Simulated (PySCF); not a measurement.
```xyz
4
charge 0 multiplicity 2, angstrom
Ir    0.0000    0.0000   -0.6553
O     0.0000    0.0000   -2.3586
I    -2.1775    0.0000    0.6464
I     2.1775    0.0000    0.6464
```

Level of theory: UPBE/[Ir def2-SVP with ECP60, O def2-SVP, I def2-SVP with ECP28], scalar-relativistic core potentials, density fitting, no spin–orbit coupling, PySCF.

This geometry of IrOI₂ is a stationary point at this level.

Question: What is the point group?

Answer: C2v.

Question: Is it a minimum?

Answer: Yes: all harmonic wavenumbers are real, though the softest, 52 cm⁻¹, leaves little margin.

Question: What are the dipole moment and the gap between the highest occupied and lowest empty levels of either spin?

Answer: 1.47 D and 0.96 eV.

Question: What is the atomisation energy, with and without zero-point energy?

Answer: 1125 kJ/mol without, 1115 kJ/mol with.

This need not be the most stable arrangement of these atoms. With open d or f shells other occupations or spin states may lie lower. With an element this heavy the missing spin–orbit coupling can shift these numbers.
